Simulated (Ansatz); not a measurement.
`[SeH]C1BO1` + H₂Se → `[SeH][SeH]` + `B1CO1` at 400 K and 1 bar (ligand exchange at the Se–C bond).

Program: Ansatz. Geometries: PBE0-D4/def2-TZVP. ΔE: electronic, gas phase. CCSD(T)/CBS adds triple-zeta CCSD(T) − MP2 to the extrapolated MP2 energy (def2 sets, frozen cores). For Se outer-core shells are correlated without core-valence functions, which leaves a few kJ/mol of doubt a bond. Scalar relativity is left out up to krypton. One conformer a species, not always the lowest.

```csv
species,CCSD(T)/CBS energy (Eh),H − E (kJ/mol),S (J/(mol·K))
`[SeH]C1BO1`,-2540.50305,129.8,326.5
H₂Se,-2401.89790,49.4,229.5
`[SeH][SeH]`,-4802.61264,59.8,294.4
`B1CO1`,-139.80191,127.6,263.6
```

H − E and S are ideal-gas, rigid-rotor, harmonic terms from PBE0-D4/def2-TZVP, for one conformer and one mirror image of each species. 1 Eh = 2625.50 kJ/mol, R = 8.31446 J/(mol·K).

Q: By hand: ΔE, ΔH, ΔS and ΔG.

A: ΔE = (-4802.61264) + (-139.80191) − (-2540.50305) − (-2401.89790) = -0.01360 Eh = -35.7 kJ/mol. Δ(H − E) = 59.8 + 127.6 − 129.8 − 49.4 = 8.2, so ΔH = -27.5 kJ/mol. ΔS = 294.4 + 263.6 − 326.5 − 229.5 = 2.0 J/(mol·K). ΔG = -27.5 − 400 × (2.0)/1000 = -28.3 kJ/mol.

Q: By hand: the equilibrium constant, and the temperature at which ΔG would vanish if ΔH and ΔS stayed fixed.

A: log₁₀ K = −ΔG/(RT ln 10) = 3.7. ΔH and −TΔS have one sign here, so there is no such temperature. One of them is within its doubt of zero, so this could turn.

The number of gas molecules stays the same, so ΔS is small and ΔH decides. A doubt of 5 kJ/mol in ΔE shifts log₁₀ K by 0.7 here. Other conformers and mirror images would add mixing entropy, several J/(mol·K) or more a flexible species. These are equilibria of isolated gas molecules and say nothing of rates. Largest T1 diagnostic: 0.016 (customary marks: 0.02 for closed shells, 0.045 for open ones).
